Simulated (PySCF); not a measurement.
Cl2Mn (SMILES [Cl][Mn][Cl]), sextet, at a GFN2-xTB geometry (such geometries of metal compounds can be far from the true shape). Base run: DF-B3LYP/STO-3G (PySCF).

Here is a job for PySCF.
```python
from pyscf import gto, scf, dft

mol = gto.Mole()
mol.atom = '''
    Mn    0.000000    0.000000    0.000000
    Cl    0.000000    0.000000    1.976145
    Cl   -0.000000   -0.000000   -1.976145
'''
mol.basis = 'sto-3g'
mol.charge = 0
mol.spin = 5
mol.verbose = 4
mol.build()

mf = dft.UKS(mol)
mf.xc = 'b3lyp'
mf = mf.density_fit(auxbasis='def2-universal-jkfit')
mf.kernel()
mf.analyze()
```

Each row names what was changed in the base input (with any setting that the change needs).

```csv
change,basis functions,E (Eh),HOMO (eV),core-seconds (rough)
base,36,-2049.17305,-3.33,6
basis = LANL2DZ,38,-133.90156,-8.23,6
basis = pcseg-1,67,-2071.40576,-7.89,10
basis = 6-31G*,[?],[?],[?],30
basis = aug-pcseg-1,101,-2071.41463,-7.85,20
basis = aug-cc-pVDZ,113,-2071.60630,-7.82,30
basis = def2-TZVP,119,-2071.59873,-7.76,20
basis = pcseg-2,124,-2071.64336,-7.81,30
basis = def2-TZVPD,140,-2071.60100,-7.84,30
basis = def2-TZVPP,[?],[?],[?],50
basis = aug-cc-pVTZ,[?],[?],-7.82,80
basis = cc-pVQZ,[?],[?],[?],50
basis = def2-QZVP,224,-2071.65605,-7.81,60
```

Problem. Some entries are withheld; supply them.

Solution. 
- basis = 6-31G*, basis functions: 70
- basis = 6-31G*, E (Eh): -2071.38207
- basis = 6-31G*, HOMO (eV): -7.68
- basis = def2-TZVPP, basis functions: 148
- basis = def2-TZVPP, E (Eh): -2071.60116
- basis = def2-TZVPP, HOMO (eV): -7.77
- basis = aug-cc-pVTZ, basis functions: 193
- basis = aug-cc-pVTZ, E (Eh): -2071.64060
- basis = cc-pVQZ, basis functions: 222
- basis = cc-pVQZ, E (Eh): -2071.65034
- basis = cc-pVQZ, HOMO (eV): -7.80

Totals compare only among sets that treat the same electrons; sets with core potentials leave the core out.

Open shells are given as the SCF converged; they aren't shown to be the lowest states, and a large step between rows can be another state.
